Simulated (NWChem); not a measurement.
**Basis-set dependence for Br (+1)**

```xyz
1

Br     0.0000     0.0000     0.0000
```
Charge +1, spin multiplicity 3.

Program: NWChem.

Hartree-Fock energies in Ha, correlation energies in mHa.

The Hamiltonian is non-relativistic. The correlated methods keep 9 core orbitals frozen. The Pople sets run with spherical d functions. No SCF solution was tested for a lower state. Open-shell Hartree-Fock references start from PBE0 orbitals. Coupled-cluster values serve here as a point of comparison, not as the truth.

| basis | functions | UHF | UMP2 | SCS-UMP2 | CCSD on ROHF | CCSD[T] on ROHF | CCSD(T) on ROHF | CCSD on UHF | CCSD[T] on UHF | CCSD(T) on UHF |
|---|---|---|---|---|---|---|---|---|---|---|
| def2-SVP | 32 | -2571.68517 | -184.7 | -170.3 | -197.9 | -201.0 | -200.9 | -193.8 | -196.8 | -196.6 |
| 6-311G** | 44 | -2571.95662 | -230.2 | -209.6 | -238.8 | -242.1 | -241.9 | -234.6 | -237.8 | -237.6 |
| def2-TZVP | 48 | -2572.00262 | -213.3 | -199.2 | -231.2 | -237.2 | -237.0 | -225.8 | -231.5 | -231.3 |
| def2-QZVP | 75 | -2572.05261 | -281.7 | -261.8 | -293.9 | -301.5 | -301.3 | -288.4 | -295.6 | -295.3 |

From def2-TZVP to def2-QZVP the Hartree-Fock energy moves by -50.0 mHa and the UMP2 correlation energy by -68.3 mHa, which is 24 % of its value in the larger set.
